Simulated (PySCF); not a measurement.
BrH4NSi.

```xyz
7

Si    -0.5860    -1.0734     0.0000
N      0.6689    -2.2482     0.0000
Br     0.1093     1.0858     0.0000
H     -1.3852    -1.2400    -1.2380
H     -1.3852    -1.2400     1.2380
H      1.2333    -2.3787     0.8353
H      1.2333    -2.3787    -0.8353
```

Geometry: B3LYP-D3(BJ)/def2-SVP. Other conformers were not sampled.

All values below come from HF/pcSseg-1 run with PySCF. Non-relativistic, no solvent.

Task: Give the absolute GIAO shielding of each atom: isotropic value and principal components (ppm). (An estimate is asked for; the answer gives what the named calculation found.)

Result: 
```
atom  σ(iso)     σ11     σ22     σ33   span
----  ------  ------  ------  ------  -----
Si1    415.7   374.9   422.6   449.6   74.7
N2     241.6   234.5   236.4   253.9   19.4
Br3   2677.9  2371.2  2712.6  2949.9  578.7
H4      26.8    21.9    25.6    32.9   11.0
H5      26.8    21.9    25.6    32.9   11.0
H6      30.4    23.5    26.4    41.4   17.9
H7      30.4    23.5    26.4    41.4   17.9
```
